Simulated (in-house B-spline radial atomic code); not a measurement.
RPA and G0W0 on PBEsol: the krypton ion Kr⁷⁺

Configuration [Ar] 3d10 4s1, highest spin, mean-field start PBEsol. Computed with an all-electron radial atomic-structure program (B-spline basis): all electrons, scalar-relativistic (spin-free one-electron X2C), finite nucleus, each spin shell either full or empty, empty states to l = 9 with an (l + 1/2)⁻⁴ tail; G0W0 by contour deformation at full frequency.

Command:
```bash
python run_gw.py task.json out
```
Settings (radii: box in bohr, nucleus in fm):
```
Z                        36
electrons                29
configuration            [Ar] 3d10 4s1
hamiltonian              x2c
method                   pbesol
lmax                     9
rms_radius               4.1884
spin_polarised           True
box_radius               8.41
intervals                67
ion_configuration        [Ar] 3d10
```

Time taken, with all properties: 7.7 s on 1 thread of Arm Neoverse N1, with other jobs on the host.

Energies (hartree):

```tsv
term	value
mean-field total	-2774.10398
Hartree-Fock functional on these orbitals	-2774.70178
direct second order	-2.5017
second-order exchange	0.73802
SOSEX correction	0.68768
```

**Question.** What is the RPA correlation energy, and what remains with SOSEX?

**Answer.** RPA gives -2.2228 hartree (-2.09 eV per electron); RPA + SOSEX gives -1.5351, and the second-order doubles -1.7637 hartree (no singles). SOSEX takes back 31 % of the RPA value.

Quasi-particle levels (eV):

| level | occupied | mean field | Σx - vxc | Σc | QP weight | G0W0 |
| --- | --- | --- | --- | --- | --- | --- |
| 4s up | yes | -119.44 | -5.59 | ? | ? | ? |
| 3d down | yes | -193.64 | -21.30 | 3.06 | 0.958 | -211.89 |
| 3d up | yes | -194.03 | -21.23 | 3.06 | 0.954 | -212.21 |
| 4s down | no | -116.82 | 10.27 | -2.87 | 0.962 | -109.42 |

G0W0 = mean field + (Σx - vxc) + Σc, with Σc (partial-wave tail included) taken at the quasi-particle energy. Only the outer levels were computed. Levels of low weight are left out.

**Question.** Where does G0W0 put 4s up?

**Answer.** At -127.04 eV, with Σc = -2.01 eV and a quasi-particle weight of 0.977. The tabulated removal energy is 125.802 ± 0.003 eV (NIST, measured); the calculation leaves out spin-orbit coupling, Breit and QED terms, and what these don't explain is the method's own error.

**Question.** What does it cost to remove one electron (to [Ar] 3d10) by differences of total energies, each species on its own start (correlation terms add to the Hartree-Fock functional)?

**Answer.** PBEsol 127.01 eV, Hartree-Fock functional 124.60 eV, + RPA 126.57 eV, + RPA + SOSEX 125.74 eV, + second order 126.17 eV. Tabulated: 125.802 ± 0.003 eV (NIST, measured); the calculation leaves out spin-orbit coupling, Breit and QED terms, and what these don't explain is the method's own error.
